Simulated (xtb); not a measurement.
C3H6O, SMILES C=C(C)O. All values are semi-empirical tight-binding results from xtb (GFN2-xTB unless named), good for trends rather than for accurate numbers. Geometry: GFN2-xTB. One conformer was computed; it need not be the lowest.

| Quantity | Value |
|---|---|
| point group as xtb finds it | Cs |
| orbital gap | 5.26 eV |
| dipole moment | 0.74 D |
| zero-point energy | 51.8 kcal/mol |
| G − E(el) at 298.15 K (modified RRHO) | 34.7 kcal/mol |
| static polarisability (D4 model) | 43.8 bohr³ |
| solvation energy, GFN2-xTB/ALPB(water) | -3.9 kcal/mol |
| solvation energy, GFN2-xTB/ALPB(dmso) | -6.4 kcal/mol |

Computed IR lines (harmonic; lines under 4 % of the strongest left out, lines within 3 cm⁻¹ merged):
ν (cm⁻¹): 449 (m), 456 (w), 511 (s), 827 (m), 892 (w), 1011 (w), 1171 (vs), 1298 (m), 1391 (w), 1421 (w), 1474 (w), 1737 (vs), 3018 (w), 3031 (w), 3069 (w), 3102 (m), 3165 (w) (against the strongest line: vs over 80 %, s over 45 %, m over 15 %, w over 4 %, vw less)
